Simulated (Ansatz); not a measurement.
Consider the β-hydride elimination: `C[O][GeH]([F])[SH]` → `[F][GeH2][SH]` + `C=O`.

Calculated with Ansatz (gas phase, PBE0-D4/def2-TZVP geometries, no zero-point term in ΔE). CCSD(T)/CBS is the MP2 limit (def2-TZVPP, def2-QZVPP) plus CCSD(T) − MP2 in def2-TZVPP, frozen cores. This one scheme is used for every species. Functionals use def2-TZVPP. B3LYP here is the variant with VWN-RPA as its local correlation; programs differ in this. For Ge outer-core shells are correlated without core-valence functions, which leaves a few kJ/mol of doubt a bond. Scalar relativity is left out up to krypton. One conformer a species, not always the lowest.

```csv
level,ΔE (kJ/mol),difference from CCSD(T)/CBS
PBE-D4,146.7,-5.5
PBE0-D4,157.6,5.4
ωB97M-V,151.1,-1.1
r2SCAN,154.7,2.5
B3LYP,129.1,-23.1
MP2/def2-TZVPP,158.3,6.1
CCSD/def2-TZVPP,147.2,-5.0
HF/def2-QZVPP,125.1,-27.1
MP2/CBS(def2),162.1,9.9
CCSD/CBS(def2),151.0,-1.2
CCSD(T)/CBS,152.2,0
```

Largest T1 diagnostic among the species: 0.015.

In def2-TZVPP, CCSD(T) changes the Hartree–Fock value by +22.7 kJ/mol (the triples alone add +1.3 kJ/mol) and MP2 by +32.5 kJ/mol. From PBE to PBE0 (25 % exact exchange), in def2-TZVPP and without D4, ΔE moves by +12.0 kJ/mol. The D4 term adds +14.3 kJ/mol with B3LYP and +7.9 kJ/mol with PBE0; it sums over pairs of atoms, weighted by their polarisabilities, and B3LYP, whose exchange is more repulsive, gets the larger term.
